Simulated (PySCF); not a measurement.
**Gas-phase XPS of 1,6-hexanediol, computed**

Species: 1,6-hexanediol, C₆H₁₄O₂.
Cartesian coordinates in Å at the PBE0-D3(BJ)/def2-SVP level; atoms count from 1:
```
atom  x, y, z in Å
O1     4.1846    0.0406    0.4863
C2     3.0014    0.7441    0.2254
C3     1.7489   -0.0912    0.4303
C4     0.4613    0.6786    0.1824
C5    -0.7959   -0.1566    0.3735
C6    -2.0814    0.6079    0.0992
C7    -3.3361   -0.2277    0.2887
O8    -4.5184    0.4970    0.0875
H9     4.2252   -0.7048   -0.1216
H10    2.9943    1.1748   -0.7980
H11    2.9917    1.6011    0.9188
H12    1.7631   -0.4975    1.4561
H13    1.7882   -0.9667   -0.2455
H14    0.4218    1.5547    0.8543
H15    0.4708    1.0906   -0.8431
H16   -0.8170   -0.5531    1.4046
H17   -0.7464   -1.0429   -0.2849
H18   -2.0622    0.9958   -0.9370
H19   -2.1501    1.4928    0.7547
H20   -3.2856   -1.1241   -0.3647
H21   -3.3761   -0.6047    1.3239
H22   -4.5143    0.8225   -0.8185
```

Theory: delta-SCF UKS SCAN, pcX-2 on the ionised atom, pcseg-1 elsewhere, spin-free X2C in PySCF 2.14.0. Vertical ΔSCF values, vacuum level as zero.

**Question.** List the computed XPS lines with their assignment.

**Answer.** 
| atom(s) | bonded to | level | binding energy (eV) | above the level's lowest (eV) | count |
| --- | --- | --- | --- | --- | --- |
| O1/O8 | C and H | O 1s | 538.72 | 0.00 | 2 |
| C2/C7 | O, C and 2 H | C 1s | 292.08 | +1.49 | 2 |
| C4/C5 | 2 C and 2 H | C 1s | 290.66 | +0.07 | 2 |
| C3/C6 | 2 C and 2 H | C 1s | 290.59 | 0.00 | 2 |

Lowest listed C 1s: C3/C6, bonded to 2 C and 2 H. Highest, 1.49 eV above it: C2/C7, bonded to O, C and 2 H. The widest gap between neighbouring values is 1.42 eV, between 290.66 and 292.08 eV.

**Question.** Which effective nuclear charge Zeff reproduces each element's mean 1s value in the hydrogen-like formula E = 13.606 eV × Zeff²?

**Answer.** C (Z = 6): mean 291.1 eV, Zeff = 4.63, Z − Zeff = 1.37; O (Z = 8): mean 538.7 eV, Zeff = 6.29, Z − Zeff = 1.71. Means run over the listed sites, weighted by atom count.

The first atom of each set that the bonding makes equivalent was ionised and stands for the set. The structure is a single PBE0-D3(BJ)/def2-SVP conformer in the gas phase; no vibrational or solvent corrections.
